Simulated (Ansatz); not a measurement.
Ansatz (a first-principles code) input (CCSD(T)/cc-pVTZ):

Ansatz 0.2 input:
```yaml
crystal:
  periodic: [false, false, false]
  atoms:
    - {symbol: N, position_ang: [-1.19872963, -0.06022543, -0.03067148]}
    - {symbol: B, position_ang: [0.06825961, 0.23865410, 0.47289632]}
    - {symbol: O, position_ang: [1.27327872, 0.00157824, -0.09239208]}
    - {symbol: H, position_ang: [-2.04080563, 0.15872860, 0.47108222]}
    - {symbol: H, position_ang: [-1.36439815, -0.51149013, -0.92211205]}
    - {symbol: H, position_ang: [1.26878337, -0.43155686, -0.95961473]}
basis:
  gaussian:
    orbitals: cc-pVTZ
magnetization: {spin_polarized: true, initial_magnetization: 1}
correlation: {method: ccsd_t, electrons: outside_noble_gas}
```

End of the output:

```
reference -4240.59519502 eV, -155.8389990382 hartree; 9, 8 occupied and 120, 121 virtual orbitals, 779 factors
second order -14.42869205 eV of doubles, -0.00000000 eV of singles
coupled cluster: 6.07 GiB planned
cycle   1  -14.46501987 eV  change   -3.6e-2 eV  update   7.3e-2
cycle   2  -14.77088478 eV  change   -3.1e-1 eV  update   2.2e-2
cycle   3  -14.84492800 eV  change   -7.4e-2 eV  update   1.3e-2
cycle   4  -14.83649371 eV  change    8.4e-3 eV  update   3.9e-3
cycle   5  -14.83513342 eV  change    1.4e-3 eV  update   1.8e-3
cycle   6  -14.83551942 eV  change   -3.9e-4 eV  update   6.5e-4
cycle   7  -14.83538256 eV  change    1.4e-4 eV  update   2.6e-4
cycle   8  -14.83541738 eV  change   -3.5e-5 eV  update   9.7e-5
cycle   9  -14.83543522 eV  change   -1.8e-5 eV  update   3.5e-5
cycle  10  -14.83542315 eV  change    1.2e-5 eV  update   1.2e-5
perturbative correction -0.55285545 eV, -0.0203170630 hartree
Total energy: -4255.98347362 eV, -156.4045078463 hartree
```

It need not be the lowest isomer of its formula.
